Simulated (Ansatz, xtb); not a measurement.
# Two structures of GeH4Sn

We compare X, a singlet given by its coordinates, with Y, `[GeH3][SnH]`, a singlet. Both are isolated molecules in the gas phase, relaxed with B3LYP-D3(BJ)/def2-SVP.

X (Å):

```yaml
atoms:
  - { symbol: Ge, position_ang: [-0.4345, 0.4657, -1.4617] }
  - { symbol: Sn, position_ang: [0.9863, -0.1212, 1.0986] }
  - { symbol: H, position_ang: [0.0318, -0.9002, -0.5158] }
  - { symbol: H, position_ang: [1.0737, 0.6000, -1.9848] }
  - { symbol: H, position_ang: [0.0145, 1.2781, -0.0069] }
  - { symbol: H, position_ang: [-0.5869, -0.3284, 1.9317] }
```

Close contacts (Å): Ge1–Sn2 2.99, Ge1–H3 1.73, Ge1–H4 1.60, Ge1–H5 1.73, Sn2–H3 2.03, Sn2–H5 2.03, Sn2–H6 1.79.

Y (Å):

```xyz
6

Ge   -0.1072   -0.4474    1.4102
Sn    0.0460    2.1263    0.5523
H    -0.6448   -1.3813    0.2933
H     1.2451   -1.0444    1.8755
H    -1.0881   -0.5840    2.6051
H    -1.7155    2.0641    0.2355
```

Problem. Estimate which is lower in electronic energy at CCSD(T)/def2-TZVPP, and by roughly how much.

Solution. The CCSD(T)/def2-TZVPP calculation puts structure Y lower, by 12.3 kcal/mol.

The same difference at several levels:

```csv
level,geometry,E(Y) − E(X) (kcal/mol),departure from the last row (kcal/mol),"job, with rough time for the two"
GFN2-xTB,GFN2-xTB,−1.1,+11.2,"optimisation, 0.13 s"
HF/STO-3G,GFN2-xTB,−86.1,−73.9,"single point, 1.2 s"
r2SCAN-D4/def2-SVP,GFN2-xTB,−13.7,−1.4,"single point, 3.9 s"
B3LYP-D3(BJ)/def2-SVP,B3LYP-D3(BJ)/def2-SVP,−9.1,+3.2,"optimisation, 42 s"
HF/def2-TZVPP,B3LYP-D3(BJ)/def2-SVP,−18.9,−6.6,part of the CCSD(T) run
MP2/def2-TZVPP,B3LYP-D3(BJ)/def2-SVP,−13.2,−0.9,part of the CCSD(T) run
CCSD(T)/def2-TZVPP,B3LYP-D3(BJ)/def2-SVP,−12.3,,"single point, 1.8 min"
```

The levels shown agree on the order. The largest departure from CCSD(T)/def2-TZVPP is that of HF/STO-3G, 73.9 kcal/mol.

With harmonic frequencies from B3LYP-D3(BJ)/def2-SVP (ideal gas, rigid rotor, one conformer each, 298.15 K, 1 atm): the zero-point term adds +0.4 kcal/mol; ΔH is −11.3 and ΔG −12.5 kcal/mol.

The correlated steps freeze 13 core orbitals; the filled d shell of Ge and Sn is correlated, in a basis made for valence electrons. Atoms past krypton carry core potentials in the def2 sets, other sets are all-electron and non-relativistic, and no spin–orbit term is included. Codes used: Ansatz 0.2.0, xtb 6.7.1; the last row on 1 thread of Arm Neoverse V1 on a shared host.
